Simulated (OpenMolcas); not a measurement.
## Mn4+, Tc4+, Re4+: d3 down the group

```json
{"Program": "OpenMolcas 26.06", "Method": "RASSCF", "Basis": "ANO-RCC-VQZP", "Scalar Hamiltonian": "DKH2, point nucleus", "Spin-orbit coupling": "RASSI with atomic mean-field integrals over the reference wave functions, term energies averaged over their components"}
```

Active space for each ion: 9 electrons in 8 orbitals (RAS1 p, at most 2 holes; RAS2 d).

Computed levels in cm-1 above 4F 3/2:

```json
{"Level": "4F 5/2", "Mn4+": "373", "Tc4+": "1061", "Re4+": "4925"}
{"Level": "4F 7/2", "Mn4+": "880", "Tc4+": "2393", "Re4+": "9388"}
{"Level": "4F 9/2", "Mn4+": "1507", "Tc4+": "3899", "Re4+": "12918"}
{"Level": "4P 1/2", "Mn4+": "19304", "Tc4+": "14131", "Re4+": "16635"}
{"Level": "4P 3/2", "Mn4+": "19443", "Tc4+": "14109", "Re4+": "14642"}
{"Level": "4P 5/2", "Mn4+": "19910", "Tc4+": "15813", "Re4+": "23012"}
{"Level": "2G 7/2", "Mn4+": "21139", "Tc4+": "16556", "Re4+": "21789"}
{"Level": "2G 9/2", "Mn4+": "21673", "Tc4+": "17586", "Re4+": "33998"}
{"Level": "2P 1/2", "Mn4+": "25086", "Tc4+": "19781", "Re4+": "27463"}
{"Level": "weight of 4F in the lowest level (%)", "Mn4+": "100", "Tc4+": "99", "Re4+": "87"}
```

Mixed levels, with the weight of the term that names them: Re4+ 4F 9/2 (74 %), Re4+ 4P 1/2 (75 %), Re4+ 4P 3/2 (51 %), Re4+ 2G 9/2 (53 %), Re4+ 2P 1/2 (75 %).

Measured, with the error of the calculation in %. Measured levels: Mn4+ from Corliss and Sugar, J. Phys. Chem. Ref. Data 6, 1253 (1977); Re4+ from the list in Brasseur, Gamrath and Quinet, At. Data Nucl. Data Tables 157, 101636 (2024).

```json
{"Level": "4F 5/2", "Mn4+": "359 (+3.8)", "Re4+": "4853 (+1.5)"}
{"Level": "4F 7/2", "Mn4+": "835 (+5.3)", "Re4+": "8973 (+4.6)"}
{"Level": "4F 9/2", "Mn4+": "1412 (+6.7)", "Re4+": "11914 (+8.4)"}
{"Level": "4P 1/2", "Mn4+": "16434 (+17.5)", "Re4+": "14325 (+16.1)"}
{"Level": "4P 3/2", "Mn4+": "16595 (+17.2)", "Re4+": ""}
{"Level": "4P 5/2", "Mn4+": "17049 (+16.8)", "Re4+": "20922 (+10.0)"}
{"Level": "2G 7/2", "Mn4+": "17892 (+18.1)", "Re4+": "19013 (+14.6)"}
{"Level": "2G 9/2", "Mn4+": "18399 (+17.8)", "Re4+": ""}
{"Level": "2P 1/2", "Mn4+": "23082 (+8.7)", "Re4+": "23669 (+16.0)"}
```

The fine-structure level 4F 9/2 changes by a factor of 8.57 from Mn4+ to Re4+.

Without spin-orbit coupling 4P lies 18826, 12944, 12056 cm-1 above 4F in that order; the difference to the level 4P 1/2, of either sign, comes from spin-orbit coupling, which also lowers the zero.

Without dynamic correlation excited terms often stand tens of per cent too high (terms of higher spin than the ground term too low), and those without a measured partner can miss by more than the paired ones. Active for correlation alone: 3p; no level in the range computed is led by a configuration that opens it, so any true level of that kind is missing (holds for Mn4+). Active for correlation alone: 4p; no level in the range computed is led by a configuration that opens it, so any true level of that kind is missing (holds for Tc4+). Active for correlation alone: 5p; no level in the range computed is led by a configuration that opens it, so any true level of that kind is missing (holds for Re4+). Measured partners are found by configuration, term and J. A level has none where our copy of the source lacks it or the pairing is in doubt (some pairs that miss far off the trend of their configuration count as doubtful), and it then counts in no deviation. Only configurations of the active space appear.
